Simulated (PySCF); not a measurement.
## Peak assignment

Numbering as in the mapped SMILES `[CH3:1][C:2]([CH3:3])=[C:4]([CH3:5])[CH2:6][C:7]([F:8])([F:9])[F:10]`; H(Xn) means a hydrogen on atom n.

Rapidly exchanging positions averaged, non-relativistic, single conformer, no solvent model. PBE/pcSseg-1 with gauge-including orbitals; structure optimised with PBE0-D3(BJ)/def2-SVP; PySCF 2.14.0 with density-fitted response routines.

Scale: ¹³C, ¹H vs TMS (reference shieldings calculated alike).

Q: Assign these signals to the numbered atoms. ¹³C{¹H} NMR (computed): δ 140.5 (C), 136.9 (C), 125.3 (C), 42.5 (CH2), 24.6 (CH3), 22.7 (CH3), 22.7 (CH3).

A: 
| δ (ppm) | atoms | environment | reason |
| --- | --- | --- | --- |
| 140.5 | C2 | fully substituted alkene carbon | the olefinic region |
| 136.9 | C7 | CF3 carbon | 3 electronegative neighbours deshield it |
| 125.3 | C4 | fully substituted alkene carbon | the olefinic region |
| 42.5 | C6 | allylic sp3 CH2 | saturated and bonded to C and H only |
| 24.6 | C1 | allylic methyl carbon | aliphatic region, no heteroatom directly attached |
| 22.7 | C5 | allylic methyl carbon | – |
| 22.7 | C3 | allylic methyl carbon | – |

C1 and C5; C5 and C3 lie closer than the usual error of such a calculation, so a measured spectrum could show them in the other order.

Q: Assign these signals to the numbered atoms. ¹H NMR (600 MHz, computed): δ 2.64 (m, 2H), 1.88 (s, 3H), 1.79 (s, 3H), 1.70 (s, 3H).

A: 
2.64 → H(C6), hydrogen on an allylic sp3 CH2: allylic position
1.88 → H(C1), hydrogen on an allylic methyl carbon: allylic position
1.79 → H(C5), hydrogen on an allylic methyl carbon
1.70 → H(C3), hydrogen on an allylic methyl carbon

H(C1) and H(C5); H(C5) and H(C3) lie closer than the usual error of such a calculation, so a measured spectrum could show them in the other order.

Splittings by ¹⁹F in the carbon and heteronuclear signals aren't shown, as no couplings were computed. Shifts are as computed. Against solution values, carbons near 30 ppm lie about +2 ppm off and those near 130 ppm about +2 ppm. Of 1211 compounds with measured shifts, 218 miss one by over three times the rms of a fit or turn the order of signals round; such compounds aren't used in these exercises. Multiplicities follow the n + 1 count of equivalent neighbours, as no J values were calculated; m marks all less simple cases, F and P coupling included.
